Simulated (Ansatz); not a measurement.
Sn5Au. Charge 0, multiplicity 2. Geometry PBE-D4/def2-SVP; atoms count from 1.

```xyz
6

Au    0.0513    1.8555    1.2417
Sn   -0.6134   -1.8808   -0.9017
Sn    1.8168   -0.4147   -1.4370
Sn   -1.9098   -0.2642    1.0288
Sn    1.2272   -0.6219    1.4529
Sn   -0.5721    1.3261   -1.3846
```

In the def2 sets Au, Sn take a core potential; there is no spin–orbit coupling. No other spin state of charge 0 was run. The structure comes from a short search, and lower isomers may exist.

Q: Estimate the Mulliken populations from the PBE0/def2-TZVP orbitals of Ansatz.

A: 
```
atom  charge (e)  spin (α − β)  d electrons
 Au1        0.33          0.00         9.63
 Sn2       -0.03         -0.02            –
 Sn3        0.01          0.45            –
 Sn4       -0.09          0.30            –
 Sn5       -0.11          0.14            –
 Sn6       -0.11          0.14            –
```
Mulliken values and Mayer orders depend strongly on the basis.

Q: Where does the spin sit?

A: Summed by element: Au 0.00, Sn 1.00, of 1 unpaired in all. Largest on single atoms: Sn3 0.45, Sn4 0.30, Sn5 0.14.

Q: And the Mayer bond orders between bonded heavy atoms (over 0.3)?

A: Au1–Sn4 0.34 (2.90 Å); Au1–Sn5 0.49 (2.75 Å); Au1–Sn6 0.49 (2.75 Å); Sn2–Sn3 0.79 (2.89 Å); Sn2–Sn4 0.90 (2.83 Å); Sn2–Sn5 0.56 (3.24 Å); Sn2–Sn6 0.56 (3.24 Å); Sn3–Sn5 0.81 (2.96 Å); Sn3–Sn6 0.81 (2.96 Å); Sn4–Sn5 0.61 (3.19 Å); Sn4–Sn6 0.61 (3.18 Å). Values over 0.3 also appear between atoms too far apart for a bond (Sn3–Sn4 0.35 at 4.47 Å; Sn5–Sn6 0.38 at 3.88 Å); they arise where an orbital or an unpaired electron spreads over both atoms.
